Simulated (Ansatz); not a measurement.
Program: Ansatz. Geometries: PBE0-D4/def2-TZVP. ΔE: electronic, gas phase. CCSD(T)/CBS is the MP2 limit (def2-TZVPP, def2-QZVPP) plus CCSD(T) − MP2 in def2-TZVPP, frozen cores. DFT in def2-TZVPP. def2 core potentials past Kr. For I, Se outer-core shells are correlated without core-valence functions, which leaves a few kJ/mol of doubt a bond. Scalar relativity is left out up to krypton. Each species was taken in one conformer, which may not be the lowest.

Consider the formal exchange of groups at the Si–I bond: `Cl[Si](Cl)(Cl)I` + `CC(=N)C[SeH]` → `Cl[Si](Cl)(Cl)[SeH]` + `CC(=N)CI`.

Problem. Is it downhill or uphill in electronic energy at CCSD(T)/CBS, and by how much? (Estimate.)

Solution. Computed: Uphill: ΔE = +0.11 eV.

Problem. What do these levels give: revPBE-D4, r2SCAN0-D4, BHLYP-D4, B2PLYP, BLYP, SCS-MP2/def2-QZVPP? (An estimate is asked.)

Solution. The calculation gave: revPBE-D4 0.12, r2SCAN0-D4 0.14, BHLYP-D4 0.14, B2PLYP 0.12, BLYP 0.09, SCS-MP2/def2-QZVPP 0.13 eV.

Largest T1 diagnostic among the species: 0.010.

From BLYP to BHLYP (50 % exact exchange), in def2-TZVPP and without D4, ΔE moves by +0.04 eV. Leaving LDA and LC-ωPBE aside and taking each functional with its dispersion term where it has one, the values, not all of them listed here, spread over 0.05 eV, from BLYP-D4 to PBE-QIDH.
